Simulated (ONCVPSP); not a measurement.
## Scattering properties, ONCV potential for cerium (Ce)

cerium (Ce), optimised norm-conserving Vanderbilt (ONCV), made with ONCVPSP 4.0.1 (revPBE, scalar-relativistic). Core [Kr] 4d10 4f1, reference 5s2 5p6 5d1 6s2. Waves: 5s+6s: rc 2.05 bohr, ncon 4, nbas 7, qcut 5.2 1/bohr, 2 projectors; 5p: rc 2.80 bohr, ncon 4, nbas 8, qcut 6 1/bohr, 2 projectors, debl 0.9 Ha; 5d: rc 3.20 bohr, ncon 3, nbas 7, qcut 4.8 1/bohr, 2 projectors, debl 1.2 Ha. Local part: polynomial inside 1.45 bohr (lpopt 5, dvloc0 2 Ha). Core correction: none.

The phase is arctan(r·R′/R) of the radial function R(r), unwrapped; energies in Ha, scanned from -3 to 5 Ha. A pole is an energy at which the radial function vanishes at the test radius. The pseudo phase is shifted by a multiple of π to meet the all-electron one at the reference energy, and phase errors are pseudo minus all-electron; the curves can meet again beyond the range given. Levels narrower than the energy grid can be missing from the lists of poles.

```
channel  radius (bohr)  reference energy (Ha)  poles, all-electron      poles, pseudo  unbroken range about the reference energy with phases within 0.05 rad  phase error 1 Ha above the reference energy (rad)
      s           2.08                  -0.14                -0.87        -0.87, 2.67                                                              below 1.8                                             -0.001
      p           2.84                  -0.85          -0.70, 2.43  -0.70, 2.36, 4.64                                                              below 3.1                                             -0.000
      d           3.24                  -0.11           0.18, 2.48         0.18, 2.47                                                              below 3.6                                             -0.000
```

Note: no bound ghost flagged; GHOST(+) flagged for s at 72.3 eV.

Phases in the s channel:

```tsv
E (Ha)	all-electron	pseudo
-2.98	1.138	1.138
-2.54	0.933	0.932
-2.10	0.172	0.171
-1.66	-1.092	-1.092
-1.22	-1.452	-1.452
-0.78	-1.594	-1.594
-0.34	-1.686	-1.686
0.10	-1.772	-1.772
0.54	-1.881	-1.881
0.98	-2.066	-2.067
1.42	-2.501	-2.514
1.86	-3.475	-3.525
2.30	-4.128	-4.192
2.74	-4.374	-6.812
3.18	-4.492	-7.604
3.62	-4.561	-7.690
4.06	-4.608	-7.742
4.50	-4.643	-7.779
4.94	-4.672	-7.809
```
